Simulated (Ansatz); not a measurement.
`N[Si@H](F)N[Si@@H](N)Cl`, relaxed with RKS PBE0-D4/def2-TZVP in Ansatz from a GFN2-xTB geometry. The force threshold is 0.005 eV/Å; the program also tests the step.

Total charge 0; spin multiplicity 1.

Start:

```xyz
14

N    -1.384   -0.110   -2.373
Si   -0.972   -0.451   -0.743
F    -1.957    0.477    0.136
N     0.640    0.090   -0.497
Si    1.395    0.568    0.979
N     0.444   -0.077    2.250
Cl    3.200   -0.318    1.119
H    -2.362   -0.080   -2.608
H    -0.866   -0.546   -3.115
H    -1.207   -1.788   -0.217
H     1.206    0.176   -1.324
H     1.623    2.014    0.972
H     0.787   -0.051    3.195
H    -0.547    0.095    2.225
```

Question: How much energy does the relaxation release, and in how many steps? (Estimate.)

Answer: The calculation gave: 0.28 eV, in 19 steps.

Question: Which bonds change most? (Best estimate.)

Answer: Ansatz gave: Si5–Cl7 from 2.016 to 2.064 Å; Si2–H10 from 1.455 to 1.477 Å; Si5–N6 from 1.713 to 1.696 Å; Si5–H12 from 1.464 to 1.481 Å.

Question: Give the relaxed structure. (Estimate.)

Answer: Ansatz gave: 
```xyz
14

N    -1.258   -0.394   -2.425
Si   -1.045   -0.367   -0.737
F    -2.392    0.285   -0.169
N     0.342    0.578   -0.399
Si    1.400    0.487    0.942
N     0.486    0.121    2.322
Cl    2.794   -1.031    0.816
H    -2.165   -0.595   -2.815
H    -0.519   -0.714   -3.029
H    -0.914   -1.655   -0.027
H     0.550    1.299   -1.076
H     2.200    1.734    0.939
H     0.873   -0.378    3.104
H    -0.352    0.629    2.553
```
